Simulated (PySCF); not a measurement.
ClTl, charge +1, doublet, at the geometry of the source list (a state made from the parent by changing its charge; the spin is typed, not shown lowest) (core potentials on Tl); PySCF with CASSCF(7,5)/def2-SVP.

PySCF was given this input:
```python
from pyscf import gto, scf, mcscf
import numpy

mol = gto.Mole()
mol.atom = '''
    Tl   -0.768000   -0.730600   -0.745300
    Cl    0.768000    0.730600    0.745300
'''
mol.basis = 'def2-svp'
mol.ecp = {'Tl': 'def2-svp'}
mol.charge = 1
mol.spin = 1
mol.verbose = 4
mol.build()

mf = scf.ROHF(mol)
mf.kernel()
mc = mcscf.CASSCF(mf, 5, 7)
mc.fix_spin_(ss=0.75)
mc = mc.newton()
mc.kernel()
occ = numpy.linalg.eigvalsh(mc.fcisolver.make_rdm1(mc.ci, mc.ncas, mc.nelecas))[::-1]
ss = mc.fcisolver.spin_square(mc.ci, mc.ncas, mc.nelecas)[0]
print('natural occupations', occ.round(4), ' <S^2>', round(ss, 4))
```

It wrote (shortened):

```
PySCF version 2.14.0

[INPUT] verbose = 4
[INPUT] num. atoms = 2
[INPUT] num. electrons = 37
[INPUT] charge = 1
[INPUT] spin (= nelec alpha-beta = 2S) = 1
[INPUT] symmetry False subgroup None
[INPUT] Mole.unit = angstrom
[INPUT] Symbol           X                Y                Z      unit          X                Y                Z       unit  Magmom
[INPUT]  1 Tl    -0.768000000000  -0.730600000000  -0.745300000000 AA   -1.451309663666  -1.380633906607  -1.408412880638 Bohr   0.0
[INPUT]  2 Cl     0.768000000000   0.730600000000   0.745300000000 AA    1.451309663666   1.380633906607   1.408412880638 Bohr   0.0

nuclear repulsion = 72.8961573488392
number of shells = 18
number of NR pGTOs = 97
number of NR cGTOs = 44
basis = def2-svp
ecp = {'Tl': 'def2-svp'}

******** <class 'pyscf.scf.rohf.ROHF'> ********
method = ROHF
initial guess = minao
damping factor = 0
level_shift factor = 0
DIIS = <class 'pyscf.scf.diis.CDIIS'>
diis_start_cycle = 1
diis_space = 8
diis_damp = 0
SCF conv_tol = 1e-09
SCF conv_tol_grad = None
SCF max_cycles = 50
direct_scf = True
direct_scf_tol = 1e-13
num. doubly occ = 18  num. singly occ = 1
Set gradient conv threshold to 3.16228e-05
init E= -608.550670229361
  HOMO = -0.705375155439337  LUMO = -0.412764370692268  gap/eV = 7.96235
cycle= 1 E= -630.397642589341  delta_E= -21.8  |g|= 0.952  |ddm|= 8.36
  HOMO = -0.521886432231852  LUMO = -0.108327529643119  gap/eV = 11.25351
cycle= 2 E= -630.413538650931  delta_E= -0.0159  |g|= 0.659  |ddm|=  2.4
  HOMO = -0.507402336947792  LUMO = -0.183419496236678  gap/eV = 8.81602
cycle= 3 E= -630.575218620132  delta_E= -0.162  |g|= 0.335  |ddm|= 1.69
  HOMO = -0.563383783447176  LUMO = -0.168281385069415  gap/eV = 10.75128
cycle= 4 E= -630.614001026849  delta_E= -0.0388  |g|= 0.137  |ddm|= 0.265
  HOMO = -0.533731953637755  LUMO = -0.159312105812624  gap/eV = 10.18848
cycle= 5 E= -630.622943276036  delta_E= -0.00894  |g|= 0.0363  |ddm|= 0.189
  HOMO = -0.523755698848213  LUMO = -0.158082291307971  gap/eV = 9.95048
cycle= 6 E= -630.623774131402  delta_E= -0.000831  |g|= 0.00509  |ddm|= 0.0801
  HOMO = -0.523122917300221  LUMO = -0.158809327457292  gap/eV = 9.91348
cycle= 7 E= -630.623787090342  delta_E= -1.3e-05  |g|= 0.000709  |ddm|= 0.00836
  HOMO = -0.523075472940945  LUMO = -0.158783194736757  gap/eV = 9.91290
cycle= 8 E= -630.62378756461  delta_E= -4.74e-07  |g|= 0.000206  |ddm|= 0.00154
  HOMO = -0.523029578381184  LUMO = -0.158786494507126  gap/eV = 9.91156
cycle= 9 E= -630.623787609271  delta_E= -4.47e-08  |g|= 3.92e-05  |ddm|= 0.000441
  HOMO = -0.523029858462934  LUMO = -0.158778562033942  gap/eV = 9.91178
cycle= 10 E= -630.623787610747  delta_E= -1.48e-09  |g|= 6.45e-06  |ddm|= 8.98e-05
  HOMO = -0.523029153283595  LUMO = -0.158779026293243  gap/eV = 9.91175
cycle= 11 E= -630.623787610776  delta_E= -2.91e-11  |g|= 1.07e-06  |ddm|= 1.37e-05
  HOMO = -0.523029076277041  LUMO = -0.158778974368516  gap/eV = 9.91175
Extra cycle  E= -630.623787610776  delta_E= -2.27e-13  |g|= 3.5e-07  |ddm|= 1.59e-06
converged SCF energy = -630.623787610776

******** <class 'pyscf.mcscf.newton_casscf.CASSCF'> ********
CAS (4e+3e, 5o), ncore = 15, nvir = 24
max_cycle_macro = 50
max_cycle_micro = 10
conv_tol = 1e-07
conv_tol_grad = None
orbital rotation max_stepsize = 0.03
augmented hessian ah_max_cycle = 30
augmented hessian ah_conv_tol = 1e-12
augmented hessian ah_linear dependence = 1e-14
augmented hessian ah_level shift = 1e-08
augmented hessian ah_start_tol = 500
augmented hessian ah_start_cycle = 3
augmented hessian ah_grad_trust_region = 3
kf_trust_region = 3
kf_interval = 5
natorb = False
canonicalization = True
internal_rotation = False
******** <class 'pyscf.fci.addons.SpinPenaltyFCISolver'> ********
max. cycles = 50
conv_tol = 1e-08
davidson only = True
linear dependence = 1e-12
level shift = 0.001
max iter space = 12
nroots = 1
pspace_size = 400
spin = None

WARN: SO-CASSCF (Second order CASSCF) is an experimental feature. Its performance is bad for large systems.

CASCI E = -630.627729687839  dE = -630.62773  S^2 = 0.7500000
Set conv_tol_grad to 0.000316228
macro 1 (20 JK  15 micro), CASSCF E = -630.634960347057  dE = -0.007231  |grad|=0.0508  S^2 = 0.7500000
macro 2 (11 JK  7 micro), CASSCF E = -630.635534392288  dE = -0.000574  |grad|=0.00468  S^2 = 0.7500000
macro 3 (11 JK  7 micro), CASSCF E = -630.635623137997  dE = -8.875e-05  |grad|=0.00313  S^2 = 0.7500000
macro 4 (11 JK  7 micro), CASSCF E = -630.63569478535  dE = -7.165e-05  |grad|=0.00173  S^2 = 0.7500000
macro 5 (9 JK  5 micro), CASSCF E = -630.635719222454  dE = -2.444e-05  |grad|=0.0006  S^2 = 0.7500000
macro 6 (11 JK  7 micro), CASSCF E = -630.635726738961  dE = -7.517e-06  |grad|=0.000655  S^2 = 0.7500000
macro 7 (12 JK  8 micro), CASSCF E = -630.635727719312  dE = -9.804e-07  |grad|=0.000485  S^2 = 0.7500000
macro 8 (8 JK  4 micro), CASSCF E = -630.63572797812  dE = -2.588e-07  |grad|=0.000226  S^2 = 0.7500000
macro 9 (9 JK  5 micro), CASSCF E = -630.635728010043  dE = -3.192e-08  |grad|=5.56e-05  S^2 = 0.7500000
newton CASSCF converged in 9 macro (19 KF 83 Hx) steps
CASSCF canonicalization
Density matrix diagonal elements [1.99216693 1.99997511 1.97326511 1.00041813 0.03417472]
CASSCF energy = -630.635728010043
CASCI E = -630.635728010043  E(CI) = -13.1759749563864  S^2 = 0.7500000
natural occupations [2.     1.9998 1.9657 1.0004 0.0342]  <S^2> 0.75
```
